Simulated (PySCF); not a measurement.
C2H6FInO. Atoms are numbered in the order given.

```xyz
11

In     0.1051     0.1651     0.2307
F      1.1690     0.0751     1.8900
C     -0.1587    -1.6440    -0.9493
C     -1.0204    -1.4868    -2.2002
H     -0.5779    -2.3787    -0.2444
H      0.8644    -1.9738    -1.1874
H     -0.5981    -0.7537    -2.9059
H     -2.0452    -1.1611    -1.9602
H     -1.1040    -2.4454    -2.7412
O     -0.5111     2.0659     0.0461
H     -1.0458     2.2042    -0.7484
```
Charge 0, spin multiplicity 1.

Coordinates come from a B3LYP-D3(BJ)/def2-SVP optimisation. The structure was generated by enumeration; whether it is a known compound was not checked. The def2 effective core potentials stand for the cores of In; spin–orbit coupling is left out. Other conformers were not sampled.

These are PBE/def2-TZVP in PySCF values and carry that method's errors.

- total energy: -444.89646 hartree
- highest occupied level: -6.76 eV
- lowest empty level: -2.35 eV
- orbital gap: 4.41 eV
- dipole moment: 1.079 e·Å
- quadrupole, principal values (traceless, Buckingham form, about the centre of nuclear charge): -7.36, 0.05, 7.31 D·Å
- mean static polarisability: 66.3 bohr³ (9.82 Å³)
- polarisability, principal values: 49.0, 64.5, 85.2 bohr³
